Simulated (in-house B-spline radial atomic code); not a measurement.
Ionisation energies along the 53-electron series, configuration [Kr] 4d10 4f5 5s2, as differences of self-consistent energies. Dirac energy differences include first-order Breit, QED and recoil terms. NIST's values go from ground level to ground level; the uncertainty of those that are theory runs from under 0.1 % in few-electron ions to several per cent in heavy many-electron ones. Computed with an all-electron radial atomic-structure program (B-spline basis): Dirac-Hartree-Fock, average of the configuration, finite nuclei.

```tsv
ion	configuration after	ionisation energy (eV)	IE/(q+1)² (eV)	Breit and QED recoil part (eV)	tabulated value (eV)	tabulated kind	computed minus tabulated (eV)
Eu10+	[Kr] 4d10 4f4 5s2	170.26	1.4071	0.11045	183	tabulated theory	-12.74
Gd11+	[Kr] 4d10 4f4 5s2	201.28	1.3978	0.11936	213	tabulated theory	-11.72
Tb12+	[Kr] 4d10 4f4 5s2	234.29	1.3863	0.12711	250	tabulated theory	-15.71
```

Where a p, d or f electron is removed, the computed value is a mean over both j, so it misses the tabulated one by a part of the spin-orbit splitting; averaging over terms and missing correlation add to the gap, relatively most at low charge.
